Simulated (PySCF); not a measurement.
**Structure revision by computed shifts**

A compound C$_{5}$H$_{8}$Si gives the data below (simulated from a calculation) and was assigned the structure `C#CC1C[SiH2]C1`.

13C{1H} NMR (computed): δ 95.4 (C), 71.3 (CH), 25.7 (CH3), 13.6 (CH2), 6.7 (C).

1H NMR (600 MHz, computed): δ 2.97 (m, 1H), 2.79 (m, 1H), 1.46 (s, 3H), 1.43 (s, 1H), 1.08 (m, 1H), 0.68 (m, 1H).

- NMR shieldings at PBE0/pcSseg-1/GIAO
- structure optimised with GFN2-xTB
- program: PySCF
- no solvent model, one conformer, relativity neglected, averaged over atoms made equivalent by symmetry, fast rotation or ring inversion

Chemical shifts δ = σref − σ; 1H (σref 31.72), 13C (σref 186.93) vs TMS, all at this level.

Q: Compare with the shifts computed for the proposed structure, pairing carbons in order of shift.

A: Numbering as in the mapped SMILES `[CH:1]#[C:2][CH:3]1[CH2:4][SiH2:5][CH2:6]1`. Hydrogens are named by the atom that carries them.

```
atom  computed for proposal  given list  difference
  C2                   95.9        95.4        +0.5
  C1                   77.2        71.3        +5.9
  C3                   24.4        25.7        -1.3
  C4                   19.9        13.6        +6.3
  C6                   19.9         6.7       +13.2
```

The rms difference is 7.1 ppm and the largest +13.2 ppm at C6 (sp3 CH2 bonded to Si). The proposal also would give 4 carbon signals, not 5. The carbon types in order of shift don't match either: C, CH, CH, CH2, CH2 for the proposal against C, CH, CH3, CH2, C in the data. The proposal doesn't fit.

Q: Which isomer fits?

A: `InChI=1S/C5H8Si/c1-3-5(2)4-6-5/h1H,4,6H2,2H3/t5-/m1/s1`.

Carbon types of the structure: 2 × C, 1 × CH, 1 × CH2, 1 × CH3, leaving 2 H on heteroatoms. δC 95.4: alkyne carbon; the triple bond shields along its axis, which puts it between sp3 and sp2 carbons. δC 71.3: terminal alkyne carbon; the triple bond shields along its axis, which puts it between sp3 and sp2 carbons. δC 13.6, 6.7: three-membered-ring carbon; carbons of three-membered rings are unusually shielded. δH 1.43: hydrogen on a terminal alkyne carbon; it lies on the axis of the triple bond, in its shielding cone.

The shifts were computed for this structure.

Shifts are as computed. Against solution values, carbons near 30 ppm lie about +3 ppm off and those near 130 ppm about +5 ppm. Of 1211 compounds with measured shifts, 218 miss one by over three times the rms of a fit or turn the order of signals round; such compounds aren't used in these exercises. No couplings were computed; multiplicities are counted from neighbouring protons, with m where these are inequivalent, close in shift, in a saturated or five-membered ring or joined by F or P, and br s for small geminal =CH2 splittings.
